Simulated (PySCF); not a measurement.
Trend along the fifth-period p block: MSb molecules

PBE0 with double-zeta basis sets in PySCF, for the lowest determinant that a PBE0 search found; no spin–orbit coupling. De refers to high-spin ground-configuration atoms. A positive dipole means M(−)Sb(+).

| M | basis | state (unpaired electrons) | Re (Å) | ωe (cm⁻¹) | De (eV) | μ (D) |
| --- | --- | --- | --- | --- | --- | --- |
| In | def2-SVP | triplet (π ↑↑) | 2.957 | 145 | 1.67 | -1.97 |
| Sn | def2-SVP | doublet (π ↑) | 2.634 | 228 | 2.28 | -1.28 |
| I | def2-SVP | triplet (π ↑↑) | 2.704 | 209 | 2.33 | 1.67 |

The shortest bond is that of SnSb (2.634 Å), the longest that of InSb (2.957 Å).

The state changes along the series, so neighbouring rows are not always alike in their bonding.

These are scalar-relativistic numbers at best; spin–orbit coupling would shift them, the dissociation energy most. States were picked by a PBE0 search and need not be the measured ground states.
